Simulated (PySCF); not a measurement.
A structure optimised at PBE-D3(BJ)/def2-SVP, used in a PySCF frequency run:

```xyz
15

C     -0.2341    -2.4612     0.0000
O     -0.7782    -1.1523     0.0000
B      0.0121    -0.0326     0.0000
C      1.5878    -0.0940     0.0000
C     -0.7991     1.3353     0.0000
O      0.0755     2.4566     0.0000
H      0.3927    -2.6472    -0.8992
H     -1.0717    -3.1867     0.0000
H      0.3927    -2.6472     0.8992
H      1.9680    -0.6476    -0.8867
H      1.9680    -0.6476     0.8867
H      2.0277     0.9206     0.0000
H     -1.4853     1.3218    -0.8879
H     -1.4853     1.3218     0.8879
H     -0.4730     3.2601     0.0000
```
Charge 0, spin multiplicity 1.

Write its SMILES, formula and point group.

COB(C)CO, C₃H₉BO₂, Cs

What are its rotational constants (standard atomic weights)?

7.1070, 1.9647, 1.5856 GHz
